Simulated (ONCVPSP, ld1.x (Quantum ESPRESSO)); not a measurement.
# Potentials for helium (He) compared

Generated with ld1.x 7.5 (TM, RRKJ, ultrasoft, PAW), atompaw 4.2 or ONCVPSP 4.0.1. The cutoff is in Ry: for ld1.x and atompaw files where the sum of valence levels is converged to 10 mRy in a Bessel basis, for ONCV files where the hardest occupied wave has 1 mHa per electron of residual kinetic energy. The error is the largest all-electron minus pseudo excitation energy over each file’s own four to seven test configurations (ionisations up to +4, promotions, holes and added fractions of an electron), all of which were solved. The labels leave out finer settings (local radius, basis sizes, second energies), which also bear on the numbers. Spin-polarised tests are not counted. The rows are a selection from randomly drawn settings: files with unsolved tests, undetermined cutoffs or missed reference levels are left out.

A true bound ghost makes a file unfit for plane-wave use even where its test errors are small: the radial tests pick states by their node count and pass the ghost by.

```csv
potential,cutoff (Ry),largest error (meV),bound ghosts
"ONCV, PBEsol, scalar-relativistic, rc 0.70/0.65 (sp), local smoothed, core correction no, reference 1s1.5, qcut 7.7/12.1, projectors 1/2",668,+8.1,none
"TM, PBEsol, scalar-relativistic, rc 0.60/0.60 (sp), local smoothed, core correction no, reference 1s2",140,+5.4,none
"ONCV, LDA (Perdew-Wang 92), scalar-relativistic, rc 0.70/0.65 (sp), local smoothed, core correction no, reference 1s2, qcut 8.5/14.9, projectors 2/1",389,+22,none
"ONCV, LDA (Perdew-Wang 92), scalar-relativistic, rc 0.45 (s), local s, core correction no, reference 1s2, qcut 15.8, projectors 0",198,+1.0,none
"ONCV, PBE, scalar-relativistic, rc 0.45/0.40 (sp), local smoothed, core correction no, reference 1s2, qcut 12/22.4, projectors 2/2",191,-1.2,none
```

Question: Fill in the row for He: ONCV, PBE, non-relativistic, rc 0.80 (s), local smoothed, core correction no, reference 1s2, qcut 16.2, projectors 2.

Answer: cutoff 126 Ry, largest error +16 meV, bound ghosts: s.

Question: Fill in the row for He: ONCV, PBEsol, scalar-relativistic, rc 0.50 (s), local smoothed, core correction no, reference 1s2, qcut 13.1, projectors 1.

Answer: cutoff 154 Ry, largest error +2.7 meV, bound ghosts: none.
